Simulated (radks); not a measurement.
The numbers below are computed, except where a source is named.
Question: Ionisation of neutral tantalum, [Xe] 4f14 5d3 6s2, to Ta+, [Xe] 4f14 5d3 6s1, under several functionals. Scalar-relativistic Kohn-Sham, spin-unpolarised, spherical densities, finite nucleus; a radial shooting solver on a logarithmic mesh with Libxc functionals. The NIST Atomic Spectra Database gives 7.550 eV (measured). Rank these functionals by the error of their Delta-SCF ionisation energy: HCTH/407; MS2 meta-GGA; RPBE; revPBE; exchange-only B88; exchange-only r2SCAN; B86b exchange with PBE correlation.

Answer: From best to worst: exchange-only r2SCAN 7.654 eV (+0.105); exchange-only B88 7.784 eV (+0.234); RPBE 8.373 eV (+0.824); revPBE 8.391 eV (+0.841); HCTH/407 8.445 eV (+0.895); MS2 meta-GGA 8.476 eV (+0.926); B86b exchange with PBE correlation 8.492 eV (+0.943). Spin polarisation and multiplet splitting are left out, so open shells lie too high by an amount that depends on their filling. Spin-orbit splitting is averaged out at the scalar-relativistic level.

Beside tabulated values, note that spin-unpolarised runs miss the spin-polarisation part of the exchange energy of open shells.
